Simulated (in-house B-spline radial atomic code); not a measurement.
Binding energies in Co⁵⁺

NIST's tabulated ground configuration is [Ar] 3d4; each binding energy is the energy of the ion with one electron taken from that subshell, relaxed, less that of the parent. Level of theory: Dirac-Hartree-Fock, average of configuration, Fermi nucleus of rms radius 3.7875 fm; calculated with an all-electron radial atomic-structure program (B-spline basis). Energies include first-order Breit, QED and recoil terms.

| subshell | X-ray name | binding energy (eV) | -ε (eV) | relaxation (eV) |
| --- | --- | --- | --- | --- |
| 1s | K | 7819.9 | 7870.2 | 37.3 |
| 2s | L1 | 1042.1 | 1057.3 | 14.2 |
| 2p1/2 | L2 | 907.9 | 924.7 | 15.9 |
| 2p3/2 | L3 | 893.4 | 909.7 | 15.6 |
| 3s | M1 | 208 | 210.5 | 2.4 |
| 3p1/2 | M2 | 164.6 | 167.0 | 2.3 |
| 3p3/2 | M3 | 162.5 | 164.9 | 2.3 |
| 3d | M4,5 | 99.88 | 101.96 | 2.10 |

Relaxation = -ε minus the binding energy without Breit, QED and recoil terms.

Emission lines follow as differences of binding energies, with λ = 12398.42 eV·Å / E:

```tsv
line	holes	energy (eV)	wavelength (Å)
K-L3	1s → 2p3/2	6926.5	1.79
K-L2	1s → 2p1/2	6912.0	1.7938
K-M3	1s → 3p3/2	7657.4	1.6191
L1-M3	2s → 3p3/2	879.6	14.096
L3-M1	2p3/2 → 3s	685.4	18.089
```

Question: What screening constant σ does Moseley's law, E = (3/4)·13.6057 eV·(Z - σ)², need for K-L3?

Answer: σ = 0.95.

Question: What does it cost to remove both a 3p3/2 and a 3d electron?

Answer: 287.97 eV, which is 25.55 eV more than the two single binding energies together.

Question: What does it cost to remove both a 2s and a 3p1/2 electron?

Answer: 1239.1 eV, which is 32.36 eV more than the two single binding energies together.

Question: What does it cost to remove both a 2s and a 3p3/2 electron?

Answer: 1236.8 eV, which is 32.14 eV more than the two single binding energies together.
